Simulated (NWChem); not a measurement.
System: HSOF₂ cation; SMILES FS(F)=[OH+]

Here is an NWChem input.

```
start job
memory heap 200 mb stack 900 mb global 1100 mb
charge 1
geometry units angstroms noautosym nocenter noautoz
  O      0.180590     1.437522     0.000000
  S     -0.453227     0.044047     0.000000
  F      0.276931    -0.686957    -1.159659
  F      0.276931    -0.686957     1.159659
  H      1.161793     1.552824     0.000000
end
basis spherical
  O library 6-31+g*
  S library 6-31+g*
  F library 6-31+g*
  H library 6-31+g*
end
dft
  xc b3lyp
  iterations 150
end
property
  response 1 0.0
end
task dft property
```

All runs use the structure optimised with PBE0/def2-SVP.

Static field.

Question: Predict the main results of this run. (B3LYP/6-31+G* (spherical d).) Quantities: isotropic polarisability (bohr³); anisotropy (bohr³).

Answer: 
```yaml
isotropic polarisability (bohr³): 21.9
anisotropy (bohr³): 6.2
```
